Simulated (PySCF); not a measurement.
## Correlation energy of Cr²⁺ (chromium, charge +2)

Starting occupation: [Ar] 3d3 4s1, 3d5/2 with m_j = +1/2, +3/2, +5/2, 4s1/2 with m_j = +1/2. Calculation: PySCF 2.14, in x2c-TZVPall-2c with one added diffuse shell each of s, p, d type (7s8p5d1f, 63 functions); X2C-1e with screened-nucleus spin-orbit coupling, Gaussian nucleus. Frozen: [Ne]; 12 electrons correlated; the 6 highest virtual spinors left out.

MP2 pair energies summed by pair of shells (mhartree):

| pair | energy | share (%) |
| --- | --- | --- |
| 3p-3p | -99.86 | 38.1 |
| 3d-3p | -84.98 | 32.5 |
| 3p-3s | -24.81 | 9.5 |
| 3p-4s | -15.48 | 5.9 |
| 3d-3d | -12.56 | 4.8 |
| 3d-3s | -11.12 | 4.2 |
| 3d-4s | -7.26 | 2.8 |
| 3s-3s | -4.64 | 1.8 |
| 3s-4s | -1.05 | 0.4 |

Total MP2 correlation energy: -261.79 mhartree.

The GHF reference relaxed away from the jj start to a determinant that is no pure jj level (⟨S²⟩ = 6.00, ⟨J²⟩ = 30.00); the energies belong to that determinant.

This basis was not built for core-valence correlation, so the inner-shell part is incomplete.
